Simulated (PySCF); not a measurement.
Electronic structure of Ge⁺ (germanium, charge +1) at the PBE0 level

Configuration: [Ar] 3d10 4s2 4d1, 2D determinant (an excited configuration). Computed with PySCF 2.14 in aug-cc-pwCVTZ-PP with ECP10MDF (8s7p6d4f1g, 96 functions), with a scalar-relativistic core potential.

| Item | Value |
| --- | --- |
| Total energy | -293.8919 hartree |
| One-electron energy | -512.1830 hartree |
| Hartree (Coulomb) energy | 242.6983 hartree |
| Exchange-correlation energy | -24.4071 hartree |
| ⟨S²⟩ | 0.7502 |
| ⟨L²⟩ | 6.001 |
| Sum of ⟨r⟩ | 20.87 bohr |
| Sum of ⟨r²⟩ | 42.35 bohr² |
| Traceless quadrupole moment −½Σ⟨3z² − r²⟩ along its main axis | 6.49 e·bohr² |

| shell | electrons | mean orbital energy (hartree) | spread (hartree) | rms radius, mean of both spins (bohr) |
| --- | --- | --- | --- | --- |
| 3s α | 1 | -6.88318 | 0 | 0.673 |
| 3s β | 1 | -6.88248 | 0 | 0.673 |
| 3p α | 3 | -4.97696 | 0.00173 | 0.706 |
| 3p β | 3 | -4.97620 | 0.00289 | 0.706 |
| 3d α | 5 | -1.71017 | 0.00260 | 0.814 |
| 3d β | 5 | -1.70909 | 0.00388 | 0.814 |
| 4s α | 1 | -0.87497 | 0 | 2.12 |
| 4s β | 1 | -0.86760 | 0 | 2.12 |
| 4d α | 1 | -0.20557 | 0 | 4.78 |

Energies and moments cover only the electrons outside the core potential. The outer electron is Rydberg-like, and this basis confines it to a smaller radius and binds it less than a complete one would.
